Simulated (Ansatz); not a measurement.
A structure relaxed at PBE0-D4/def2-TZVP, charge 0, multiplicity 1:

Cartesian coordinates in Å:
```
C 1.356 0.626 -0.406
C 0.216 -0.313 -0.759
C -1.028 0.466 -1.171
N -0.035 -1.239 0.339
In -0.454 -0.727 2.228
F -0.121 1.191 2.508
H 1.579 1.294 -1.242
H 2.258 0.060 -0.167
H 1.093 1.245 0.457
H 0.534 -0.922 -1.616
H -1.346 1.121 -0.353
H -0.835 1.092 -2.047
H -1.851 -0.211 -1.411
H -0.459 -2.099 0.024
H -0.907 -1.584 3.615
```

Question: Give its formula and SMILES.

Answer: C3H9FInN, `CC(C)[NH][InH][F]`.

Question: Point group (tolerance 0.08 Å, 0.16 Å for H)?

Answer: C1.

Question: Summarise the bond lengths by kind.

Answer: 2 × C–C 1.519 to 1.524 Å; 7 × C–H 1.092 to 1.099 Å; 1 × C–N 1.458 Å; 1 × In–N 2.002 Å; 1 × H–N 1.009 Å; 1 × F–In 1.967 Å; 1 × H–In 1.692 Å.

Results of the Gaussian-basis code of Ansatz.
